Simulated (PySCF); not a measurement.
Rotational lines of CSe

Lines J+1 ← J of the vibrational ground state, computed from RHF-CCSD(T) constants of CSe, ¹Σ⁺ (singlet), closed shell (basis C 6-31G(d,p), Se 6-31G(d,p); no relativity; PySCF 2.14; masses 12.0000 and 79.9165 u), in MHz:

```tsv
J	ν (MHz)
5	201387.2
6	234944.3
7	268498.0
8	302047.8
9	335593.2
```

Find B0 and the effective bond length r0; with αe = 0.00373 cm⁻¹, find Re.

ν = 2B0(J+1) − 4D(J+1)³ gives B0 = 0.55985 cm⁻¹. With the reduced mass μred = 10.433 u, r0 = √(16.8576/(μred·B0)) (u, cm⁻¹, Å) = 1.6988 Å. Be = B0 + αe/2 = 0.56171 cm⁻¹ gives Re = 1.696 Å.

Correlated steps freeze 10 core orbitals. Correlated levels converge slowly with the basis: in double zeta they bind strong bonds too weakly, by up to about 1 eV, and carry superposition errors of some tenths. Where the molecule has an RHF reference, its open-shell atoms are computed with UHF. The CCSD T1 diagnostic is raised, a sign that a single reference may not be enough here.
